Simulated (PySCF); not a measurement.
**Orbital picture of SbO⁻**

ωB97X at R = 1.905 Å; Sb aug-cc-pVDZ-PP with ECP28, O aug-cc-pVDZ; scalar-relativistic core potentials (PySCF 2.14). State: ³Σ⁻ (triplet), unpaired electrons π ↑↑. Only the outer orbitals are listed, counted within each symmetry, core potentials removing the inner ones.

```tsv
spin	orbital	occ.	ε (eV)	on Sb (%)	main shells (%)
α	5σ	1	-21.95	1	97 O s
α	6σ	1	-11.43	81	78 Sb s, 13 O p
α	3π	1	-5.72	17	83 O p, 16 Sb p
α	3π	1	-5.72	17	83 O p, 16 Sb p
α	7σ	1	-5.47	36	61 O p, 25 Sb p, 11 Sb s
α	4π	1	-1.81	88	85 Sb p, 12 O p
α	4π	1	-1.81	88	85 Sb p, 12 O p
α	8σ	0	5.06	108	101 Sb p
β	5σ	1	-20.98	2	96 O s
β	6σ	1	-10.04	76	73 Sb s, 17 O p
β	7σ	1	-4.79	43	55 O p, 27 Sb p, 15 Sb s
β	3π	1	-4.10	24	76 O p, 22 Sb p
β	3π	1	-4.10	24	76 O p, 22 Sb p
β	4π	0	4.34	91	87 Sb p, 9 O p
β	4π	0	4.34	91	87 Sb p, 9 O p
β	8σ	0	5.17	105	93 Sb p, 11 Sb s
```

Q: Which are the highest filled and the lowest empty level, where do they sit, and how wide is the gap?

A: Highest filled α 4π at -1.81 eV (in %: 85 Sb p, 12 O p); lowest empty β 4π at 4.34 eV (in %: 87 Sb p, 9 O p); the gap at ωB97X is 6.15 eV. Both belong to one degenerate shell, split only by its one-sided filling, so this is no excitation gap. An empty level above zero is unbound, and its energy depends on the basis.

```json
{"bond order (Mayer)": "1.25", "⟨S²⟩": "2.015", "charge on Sb (Mulliken, basis-dependent)": "0.09", "charge on Sb (Löwdin, basis-dependent)": "0.05", "dipole moment (positive dipole points towards O; it is taken about the centre of mass and depends on that origin)": "-3.59 D"}
```

Shares are Mulliken populations and can fall outside 0 to 100 %.

Spin–orbit coupling is left out. The state was picked by a PBE0 search and need not be the measured ground state.
